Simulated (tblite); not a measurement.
C₂H₈O₃Si₃.
SMILES with atom numbers: `[O:1]=[CH:2][C@@H:3]1[SiH2:4][O:5][Si@H:6]1[O:7][SiH3:8]` (hydrogens: H9 on C2; H10 on C3; H11, H12 on Si4; H13 on Si6; H14, H15, H16 on Si8)

The geometry is computed with GFN2-xTB (gas phase).

**Question.** List the bond lengths, angles and torsions at this level.

**Answer.** 
```tsv
bond	length (bohr)
O1=C2	2.290
C2–C3	2.748
C3–Si4	3.670
Si4–O5	3.130
O5–Si6	3.142
Si6–O7	3.031
O7–Si8	3.085
C3–Si6	3.646
C2–H9	2.099
C3–H10	2.054
Si4–H11	2.735
Si4–H12	2.751
Si6–H13	2.723
Si8–H14, Si8–H15, Si8–H16	2.761
```

Bonds in one row agree within 0.02 bohr and their mean is given. A selection of angles:
```tsv
angle	degrees
O1–C2–C3	124.2
C2–C3–Si4	113.0
C2–C3–Si6	112.7
Si4–C3–Si6	81.6
C3–Si4–O5	89.3
Si4–O5–Si6	99.4
O5–Si6–O7	111.5
C3–Si6–O5	89.6
C3–Si6–O7	112.7
Si6–O7–Si8	149.0
```

Dihedral angles: O1–C2–C3–Si4 46° (synclinal); C2–C3–Si4–O5 -113° (anticlinal); C3–Si4–O5–Si6 3° (synperiplanar); Si4–O5–Si6–O7 -117° (anticlinal); O5–Si6–O7–Si8 6° (synperiplanar); C2–C3–Si6–O5 114° (anticlinal).

Si6 (oxygen-bound silicon) has angles from 89.6° to 119.9°. Si8 (oxygen-bound silicon) is distorted tetrahedral (angles from 101.9° to 113.4°). The 4-membered ring C3–Si4–O5–Si6 has internal angles of 81.6° to 99.4° (sum 360°, against 360° for a flat polygon); it is almost planar, 0.02 Å rms from its mean plane, widest ring torsion 3°. O5 (siloxane oxygen) is bent (angle 99.4°). The O–Si distances run from 1.604 Å (Si6–O7, drawn single) to 1.663 Å (O5–Si6, drawn single), a spread of 0.059 Å. Si4 (oxygen-bound silicon) has angles from 89.3° to 118.5°.

Point group: C1 (no symmetry element, even within 0.4 Å). GFN2-xTB frequencies show an imaginary mode (37i cm⁻¹), so the point is no minimum at that level. 3 starts were optimised and ended at 0.00, 0.03 and 1.34 kcal/mol (GFN2-xTB); the lowest of these is shown.
